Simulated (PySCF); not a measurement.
C$_{4}$H$_{3}$S (SMILES [c]1ccsc1), doublet, geometry from GFN2-xTB; DF-BLYP/aug-cc-pVDZ (PySCF).

Here is a job for PySCF.
```python
from pyscf import gto, scf, dft
import numpy

mol = gto.Mole()
mol.atom = '''
    C     0.410476   -1.393289   -0.183449
    C     1.232479   -0.354768   -0.157074
    S     0.281505    1.109746    0.086584
    C    -1.176183    0.184648    0.134071
    C    -0.960172   -1.148824   -0.024200
    H     2.293796   -0.276385   -0.252856
    H    -2.109661    0.692994    0.277684
    H    -1.727815   -1.899157   -0.026256
'''
mol.basis = 'aug-cc-pvdz'
mol.charge = 0
mol.spin = 1
mol.verbose = 4
mol.build()
print('smallest overlap eigenvalue', numpy.linalg.eigvalsh(mol.intor('int1e_ovlp'))[0])

mf = dft.UKS(mol)
mf.xc = 'blyp'
mf = mf.density_fit(auxbasis='def2-universal-jkfit')
mf = scf.addons.remove_linear_dep_(mf, threshold=1e-2, lindep=1e-2)
mf.kernel()
mf.analyze()
```

What the program printed (banner, timings and long lists left out):

```
PySCF version 2.14.0

[INPUT] verbose = 4
[INPUT] num. atoms = 8
[INPUT] num. electrons = 43
[INPUT] charge = 0
[INPUT] spin (= nelec alpha-beta = 2S) = 1
[INPUT] symmetry False subgroup None
[INPUT] Mole.unit = angstrom
[INPUT] Symbol           X                Y                Z      unit          X                Y                Z       unit  Magmom
[...]
nuclear repulsion = 193.340543292752
number of shells = 55
number of NR pGTOs = 223
number of NR cGTOs = 146
basis = aug-cc-pvdz
ecp = {}
input.py:25: DeprecationWarning: remove_linear_dep_ is deprecated and will be removed in a future release. Linear dependency handling is now built into the SCF procedure by default. Linear dependency removal can be controlled using the following settings:
  pyscf.scf.hf.remove_overlap_zero_eigenvalue = True
  pyscf.scf.hf.overlap_zero_eigenvalue_threshold = 1e-6

  mf = scf.addons.remove_linear_dep_(mf, threshold=1e-2, lindep=1e-2)
smallest overlap eigenvalue 2.042061262931232e-05
Applying remove_linear_dep_ on SCF object.
Using canonical orthogonalization with threshold 0.01

******** <class 'pyscf.df.df_jk.DFUKS'> ********
method = DFUKS
initial guess = minao
damping factor = 0
level_shift factor = 0
DIIS = <class 'pyscf.scf.diis.CDIIS'>
diis_start_cycle = 1
diis_space = 8
diis_damp = 0
SCF conv_tol = 1e-09
SCF conv_tol_grad = None
SCF max_cycles = 50
direct_scf = False
number electrons alpha = 22  beta = 21
XC library pyscf.dft.libxc version 7.1.2
    S. Lehtola, C. Steigemann, M. J. T. Oliveira, and M. A. L. Marques,  SoftwareX 7, 1–5 (2018)
XC functionals = blyp
    A. D. Becke,  Phys. Rev. A 38, 3098 (1988)
    C. Lee, W. Yang, and R. G. Parr,  Phys. Rev. B 37, 785 (1988)
    B. Miehlich, A. Savin, H. Stoll, and H. Preuss,  Chem. Phys. Lett. 157, 200 (1989)
radial grids:
    Treutler-Ahlrichs [JCP 102, 346 (1995); DOI:10.1063/1.469408] (M4) radial grids

becke partition: Becke, JCP 88, 2547 (1988); DOI:10.1063/1.454033
pruning grids: <function nwchem_prune>
grids dens level: 3
symmetrized grids: False
atomic radii adjust function: <function treutler_atomic_radii_adjust>
small_rho_cutoff = 0
Set gradient conv threshold to 3.16228e-05
tot grids = 104776
init E= -553.010211308439

cycle= 1 E= -552.196613823437  delta_E= 0.814  |g|= 0.311  |ddm|= 3.95
cycle= 2 E= -552.017373295241  delta_E= 0.179  |g|= 0.62  |ddm|= 0.648
cycle= 3 E= -552.24444954325  delta_E= -0.227  |g|= 0.119  |ddm|=  0.5
[...]
SCF not converged.
Total Energy =                        -552.254081178945967
[...]
spin_pop of  4 C 3pz       0.00003
spin_pop of  4 C 4px       0.00033
spin_pop of  4 C 4py       0.00025
spin_pop of  4 C 4pz       0.00001
spin_pop of  4 C 3dxy      0.00026
spin_pop of  4 C 3dyz      0.00002
spin_pop of  4 C 3dz^2     0.00007
spin_pop of  4 C 3dxz     -0.00003
spin_pop of  4 C 3dx2-y2    0.00017
spin_pop of  4 C 4dxy      0.00006
spin_pop of  4 C 4dyz     -0.00000
spin_pop of  4 C 4dz^2     0.00001
spin_pop of  4 C 4dxz      0.00000
spin_pop of  4 C 4dx2-y2   -0.00000
spin_pop of  5 H 1s        0.01253
spin_pop of  5 H 2s        0.00012
spin_pop of  5 H 3s        0.00007
spin_pop of  5 H 2px      -0.00001
spin_pop of  5 H 2py       0.00008
spin_pop of  5 H 2pz      -0.00005
spin_pop of  5 H 3px       0.00013
spin_pop of  5 H 3py       0.00016
spin_pop of  5 H 3pz      -0.00002
spin_pop of  6 H 1s        0.00413
spin_pop of  6 H 2s        0.00002
spin_pop of  6 H 3s        0.00003
spin_pop of  6 H 2px       0.00001
spin_pop of  6 H 2py       0.00007
spin_pop of  6 H 2pz      -0.00003
spin_pop of  6 H 3px       0.00000
spin_pop of  6 H 3py       0.00001
spin_pop of  6 H 3pz      -0.00002
spin_pop of  7 H 1s        0.00545
spin_pop of  7 H 2s        0.00022
spin_pop of  7 H 3s        0.00005
spin_pop of  7 H 2px       0.00006
spin_pop of  7 H 2py       0.00004
spin_pop of  7 H 2pz      -0.00001
spin_pop of  7 H 3px       0.00023
spin_pop of  7 H 3py       0.00000
spin_pop of  7 H 3pz       0.00000
 ** Mulliken Spin Density (per atom)  **
spin density of  0 C =      0.90175
spin density of  1 C =     -0.05864
spin density of  2 S =      0.11118
spin density of  3 C =      0.03802
spin density of  4 C =     -0.01560
spin density of  5 H =      0.01301
spin density of  6 H =      0.00423
spin density of  7 H =      0.00604
 ** Mulliken pop alpha/beta on meta-lowdin orthogonal AOs **
 ** Mulliken pop       alpha | beta **
In total            22.00000 | 21.00000
 ** Mulliken atomic charges   ( Nelec_alpha | Nelec_beta ) **
charge of  0C =     -0.03140  (     3.46658      2.56483 )
charge of  1C =     -0.26558  (     3.10347      3.16211 )
charge of  2S =      0.27926  (     7.91596      7.80478 )
charge of  3C =     -0.24410  (     3.14106      3.10304 )
charge of  4C =     -0.14826  (     3.06633      3.08193 )
charge of  5H =      0.14354  (     0.43474      0.42172 )
charge of  6H =      0.13366  (     0.43529      0.43105 )
charge of  7H =      0.13289  (     0.43657      0.43053 )
Dipole moment(X, Y, Z, Debye): -0.50130,  0.28559,  0.07843
```

Convergence was not reached.
